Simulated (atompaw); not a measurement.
PBEsol PAW (atompaw) dataset for dysprosium (Dy), scalar-relativistic all-electron reference.

atompaw 4.2.0.5 was run on this input:

```
Dy 66
GGA-PBESOL scalarrelativistic loggrid 2001 logderivrange -13 5 451
6 6 5 4 0 0
6 1 0
5 2 0
4 3 10
0 0 0
c
c
c
c
v
v
c
c
c
v
v
c
v
v
v
3
2.35 1.95 2.00 1.35
n
n
n
y
1.15
n
bloechl besselshape
4 -0.5 ultrasoft
PWSCFOUT
UPFDX 0.0125d0 UPFXMIN -7.d0 UPFZMESH 66.d0
END
```

Command:

```bash
atompaw < Dy.input > Dy.log
```

The program printed (summary file):

```
Completed calculations for Dy (AE)

 Exchange-correlation type: GGA, Perdew-Burke-Ernzerhof modified (PBEsol)

 Radial integration grid is logarithmic
 r0 =   1.0276580E-04 h =   6.7825429E-03   n =      2001 rmax =   8.0000000E+01

 Scalar relativistic calculation

 AEatom converged in 228 iterations
   nz     =  66.00
   delta  =       2.257644580071E-15

 All Electron Orbital energies:
  n  l      occupancy      energy
  1  0      2.0000000E+00 -3.9425439E+03
  2  0      2.0000000E+00 -6.5654679E+02
  3  0      2.0000000E+00 -1.4612411E+02
  4  0      2.0000000E+00 -2.8882106E+01
  5  0      2.0000000E+00 -3.5985242E+00
  6  0      2.0000000E+00 -2.7671407E-01
  2  1      6.0000000E+00 -5.8258640E+02
  3  1      6.0000000E+00 -1.2342400E+02
  4  1      6.0000000E+00 -2.1409142E+01
  5  1      6.0000000E+00 -1.8652758E+00
  6  1      0.0000000E+00 -8.3862034E-02
  3  2      1.0000000E+01 -9.4231668E+01
  4  2      1.0000000E+01 -1.1237567E+01
  5  2      0.0000000E+00 -8.7436904E-02
  4  3      1.0000000E+01 -2.3182717E-01

 Total energy
   Total                    :   -24306.48316924636674

 ---
 Completed calculations for Dy (SC)

 Exchange-correlation type: GGA, Perdew-Burke-Ernzerhof modified (PBEsol)

 Radial integration grid is logarithmic
 r0 =   1.0276580E-04 h =   6.7825429E-03   n =      2001 rmax =   8.0000000E+01

 Scalar relativistic calculation

 SCatom converged in   4 iterations
   nz     =  66.00
   delta  =       1.385638419428E-15

 Valence Electron Orbital energies:
  n  l      occupancy      energy
   5  0      2.0000000E+00 -3.5985242E+00
   6  0      2.0000000E+00 -2.7671407E-01
   5  1      6.0000000E+00 -1.8652758E+00
   6  1      0.0000000E+00 -8.3862034E-02
   4  2      1.0000000E+01 -1.1237567E+01
   5  2      0.0000000E+00 -8.7436904E-02
   4  3      1.0000000E+01 -2.3182717E-01

 Total energy
   Total                    :   -24306.48316925247855
   Valence                  :    -1361.09085289499899

 PAW parameters:
       lmax =            3
         rc =    2.3515199312071386
        irc =         1481
   rc_shape =    1.9580017867441251
    rc_vloc =    2.0118526885298591
    rc_core =    1.3574988463763993
   Vloc: Non norm-conserving form with l= 4;e=  -5.0000E-01
   Projector type: Bloechl + Gram-Schmidt ortho.
   Bessel compensation charge shape zeroed at   1.9580E+00

 Number of basis functions     8
 No.   n  nodes  l      Energy         Cp coeff         Occ
  1    5    4    0   -0.3598524E+01 -0.3844206E+01  0.2000000E+01
  2    6    5    0   -0.2767141E+00 -0.6721177E+01  0.2000000E+01
  3    5    3    1   -0.1865276E+01 -0.2044521E+01  0.6000000E+01
  4    6    4    1   -0.8386203E-01 -0.3000181E+01  0.0000000E+00
  5    4    1    2   -0.1123757E+02  0.2811414E+02  0.1000000E+02
  6    5    2    2   -0.8743690E-01  0.2133576E+02  0.0000000E+00
  7    4    0    3   -0.2318272E+00  0.1539133E+02  0.1000000E+02
  8  999    1    3    0.1150000E+01  0.2572467E+02  0.0000000E+00

 Eigenvalues of overlap operator (in the basis of projectors):
    1        2.66115065E-01
    2        7.81659060E-01
    3        3.35864013E+00
    4        4.16523569E+00
    5        9.21972427E+00
    6        1.28627657E+01
    7        4.84680767E+01
    8        3.15464075E+02

 Orbital leakage outside PAW augmentation regions
   orb  is_core?  %out_of_sphere
   1 0    T           0.00
   2 0    T           0.00
   3 0    T           0.00
   4 0    T           0.00
   5 0    F           2.26
   6 0    F          91.83
   2 1    T           0.00
   3 1    T           0.00
   4 1    T           0.00
   5 1    F           8.59
   6 1    F          97.51
   3 2    T           0.00
   4 2    F           0.00
   5 2    F          68.28
   4 3    F           2.50

 Summary of PAW energies
   Total valence energy     :  -1361.09085523607337
   Smooth energy            :     72.10099490503690
   One center               :  -1433.19185014111031
   Smooth kinetic           :     48.40636591758871
   Vloc energy              :     13.00380367335209
   Smooth exch-corr         :    -17.60398842675230
   One-center xc            :   -500.32992057524825
```

The run took about 2.2 min on one core of a shared server CPU.
